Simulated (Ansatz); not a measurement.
Basis-set extrapolation for C9H20 (`CCC(C(C)C)C(C)C`) (PBE0-D4/def2-TZVP geometry, frozen core, the Gaussian-basis code of Ansatz). Multiplicity 1, RHF reference.

```
                      def2-TZVPP   def2-QZVPP
                 HF  -352.584712  -352.601305
    MP2 correlation    -1.605694    -1.703262
CCSD(T) correlation    -1.771956      not run
```

Energies in hartree. Use E(X) = E(∞) + A·exp(−7.88·√X) for Hartree–Fock and E(X) = E(∞) + B·X^(−2.97) for correlation, with X = 3 and 4, and add CCSD(T) minus MP2 of the smaller set to the MP2 limit.

Task: What is the CCSD(T) energy at the basis-set limit?

Result: HF limit: -352.601305 + (-0.016593) × 0.13774 = -352.60359. MP2 limit: -1.703262 + (-0.097568) × 0.74074 = -1.77553. Higher-order term: -1.771956 − (-1.605694) = -0.16626. Total: -354.54538 hartree, 5.14 eV below CCSD(T)/def2-TZVPP.
